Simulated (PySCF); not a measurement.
**Exercise with solution: entropy of an ideal gas**

SiHFClBr, SMILES Br[SiH](F)Cl.

The structure is a stationary point at B3LYP-D3(BJ)/def2-SVP.

B3LYP-D3(BJ)/def2-SVP (PySCF) gives the harmonic wavenumbers 149, 214, 277, 439, 579, 801, 823, 925, 2318 cm⁻¹ and the rotational temperatures 0.2070, 0.0707, 0.0558 K. The molar mass is 163.45 g/mol, the symmetry number 1, the spin multiplicity 1.

Question: Work out the entropy at 298.15 K and 1 atm in the rigid-rotor, harmonic-oscillator model.

Answer: 
Translation (Sackur–Tetrode at 1 atm): S = R[1.5 ln M + 2.5 ln T − 1.16487] = 172.3 J/(mol K).
Rotation: q = (√π/σ) T^1.5/√(θA θB θC) = 319000, S = R[ln q + 3/2] = 117.8 J/(mol K).
Vibration: with u = 1.4388 ν/T, each mode gives R[u/(e^u − 1) − ln(1 − e^−u)]:
```tsv
ν (cm⁻¹)	modes	u	S (J/(mol K))
149	1	0.72	11.23
214	1	1.03	8.41
277	1	1.34	6.49
439	1	2.12	3.47
579	1	2.79	2.04
801	1	3.87	0.86
823	1	3.97	0.79
925	1	4.46	0.53
```
The stiffer modes add less than 0.005 each. Sum 33.8 J/(mol K).
Spin: R ln 1 = 0.0 J/(mol K).
Total 324.0 J/(mol K); the program's own thermochemistry gives 324.0. Translation makes up 53 % and vibration 10 %. Anharmonicity, hindered rotation and orbital degeneracy are left out.
